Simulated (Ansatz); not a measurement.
The lowest singlet and triplet of H2Si2 (SMILES [Si]=[SiH2]); geometries from B3LYP-D3(BJ)/def2-TZVP, each state relaxed from the structure named, with no frequency check.
Singlet (charge 0, multiplicity 1):
```xyz
4

Si     1.2270    -0.0580     0.0111
Si    -0.9703     0.0458    -0.0087
H     -1.8550    -1.1448    -0.0110
H     -1.7388     1.3146    -0.0214
```

| level | gap E(singlet) − E(triplet), vertical, at the singlet's geometry (kcal/mol) | cost |
|---|---|---|
| U-HF/cc-pV(T+d)Z (spin-contaminated) | 3.22 | - |
| R-HF/cc-pV(Q+d)Z | 7.58 | - |
| R-PBE0/def2-TZVPP | -4.78 | ×0.5 |
| U-wB97X-V/def2-TZVPP | -8.21 | ×2 |
| R-wB97M-V/def2-TZVPP | -9.27 | ×1 |
| R-MP2/cc-pV(T+d)Z | -8.60 | - |
| R-MP2/cc-pV(Q+d)Z | -9.40 | - |
| U-CCSD/cc-pV(T+d)Z (spin-contaminated) | -7.59 | - |
| R-CCSD(T)/cc-pV(T+d)Z | -10.53 | ×0.9 |
| R-CCSDT/cc-pV(D+d)Z | -10.42 | - |
| SC-NEVPT2 on SA-CASSCF(4,4)/cc-pV(D+d)Z | -10.73 | - |
| FIC-NEVPT4(SD) on SA-CASSCF(4,4)/cc-pV(T+d)Z | -11.45 | - |
| FIC-NEVPT4(SD) on SA-CASSCF(4,4)/cc-pV(Q+d)Z | -11.87 | - |
| FIC-MRCISD+Q on SA-CASSCF(4,4)/cc-pV(Q+d)Z | -12.24 | - |

The rows run from -12.24 (FIC-MRCISD+Q on SA-CASSCF(4,4)/cc-pV(Q+d)Z) to 7.58 kcal/mol (R-HF/cc-pV(Q+d)Z). From cc-pV(T+d)Z to cc-pV(Q+d)Z R-MP2 changes by -0.80.

A positive gap puts the triplet lower; no zero-point energy. R- takes a restricted singlet. U- takes an unrestricted singlet (broken symmetry where lower, unprojected). The triplet is unrestricted in single-reference levels. Active spaces average the two states.

Frozen-core correlation.

Doubts at one or more of the structures used: a restricted determinant that unrestricted orbitals would lower (R-HF/cc-pV(Q+d)Z, R-PBE0/def2-TZVPP, R-MP2/cc-pV(T+d)Z, R-MP2/cc-pV(Q+d)Z, R-CCSD(T)/cc-pV(T+d)Z, R-CCSDT/cc-pV(D+d)Z); T1 above 0.05 (U-CCSD/cc-pV(T+d)Z (spin-contaminated)).

Run with Ansatz (an electronic-structure program). Values without a source in brackets are computed.

Costs are rough ratios of core time to R-PBE/def2-TZVPP (about 10 s over the structures, on one shared machine); a dash marks a level with no comparable run of its own.
